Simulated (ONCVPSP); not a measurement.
u(r) = r·R(r): atom against pseudo-atom (zirconium)

Columns: radius, all-electron u(r) and pseudo u(r) of the 4s shell (level -61.27 eV) of zirconium in the configuration [Ar] 3d10 4s2 4p6 4d2 5s1; LDA (Perdew-Wang 92), scalar-relativistic, ONCV scheme, ONCVPSP 4.0.1.

| r (bohr) | all-electron | pseudo |
| --- | --- | --- |
| 0.105 | 0.3565 | 0.0884 |
| 0.210 | -0.1225 | 0.1834 |
| 0.315 | -0.5424 | 0.2896 |
| 0.420 | -0.4582 | 0.4077 |
| 0.525 | -0.1017 | 0.5338 |
| 0.630 | 0.3020 | 0.6605 |
| 0.735 | 0.6383 | 0.7777 |
| 0.840 | 0.8705 | 0.8751 |
| 0.945 | 1.0014 | 0.9442 |
| 1.050 | 1.0493 | 0.9794 |
| 1.155 | 1.0365 | 0.9793 |
| 1.260 | 0.9833 | 0.9465 |
| 1.365 | 0.9060 | 0.8873 |
| 1.470 | 0.8168 | 0.8096 |
| 1.575 | 0.7241 | 0.7223 |
| 1.680 | 0.6335 | 0.6333 |
| 1.785 | 0.5484 | 0.5483 |
| 1.890 | 0.4707 | 0.4707 |
| 1.995 | 0.4012 | 0.4011 |
| 2.100 | 0.3399 | 0.3399 |
| 2.205 | 0.2866 | 0.2865 |
| 2.310 | 0.2406 | 0.2406 |
| 2.415 | 0.2013 | 0.2013 |
| 2.520 | 0.1679 | 0.1678 |
| 2.625 | 0.1396 | 0.1396 |
| 2.730 | 0.1158 | 0.1158 |

**Question.** How many radial nodes do the two functions have?

**Answer.** The all-electron 4s function has n − l − 1 = 3 (the table is too coarse to show those close to the nucleus); the pseudo-wave has 0, since the states of the same l below it are removed with the core.

**Question.** At about which radius was the pseudo-wave matched?

**Answer.** 1.80 bohr. The columns agree to 0.0005 from 1.68 bohr on; several derivatives are matched, so the curves merge somewhat inside the radius.

**Question.** Is the pseudo-wave norm-conserving?

**Answer.** Yes: the ONCV scheme keeps the norm inside the radius equal to the all-electron one, which fixes the energy derivative of the logarithmic derivative at the level.
